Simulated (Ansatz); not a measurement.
`[CH3][Sc]([NH2])[NH2]` + `C[SiH](C)[AlH][Cl]` → `[CH3][Sc]([CH3])[NH2]` + `C[SiH](N)[AlH][Cl]`  (redistribution)

Calculated with Ansatz (gas phase, PBE0-D4/def2-TZVP geometries, no zero-point term in ΔE). CBS: MP2 limit from def2 TZ/QZ plus the TZ coupled-cluster correction, frozen cores. Functionals use def2-TZVPP. For Sc outer-core shells are correlated without core-valence functions, which leaves a few kJ/mol of doubt a bond. Scalar relativity is left out up to krypton. One conformer a species, not always the lowest.

```tsv
level	ΔE (kJ/mol)
r2SCAN	81.4
MP2/def2-QZVPP	80.3
```

(1) What does CCSD(T)/CBS give? (Best estimate.)

Largest T1 diagnostic among the species: 0.014.

Results:

(1) Ansatz gave: +77.4 kJ/mol. The listed levels differ from it by 4.0, 2.9 kJ/mol.

From PBE to PBE0 (25 % exact exchange), in def2-TZVPP and without D4, ΔE moves by −3.7 kJ/mol. In def2-TZVPP, CCSD(T) changes the Hartree–Fock value by +10.4 kJ/mol (the triples alone add +2.3 kJ/mol) and MP2 by +11.7 kJ/mol.
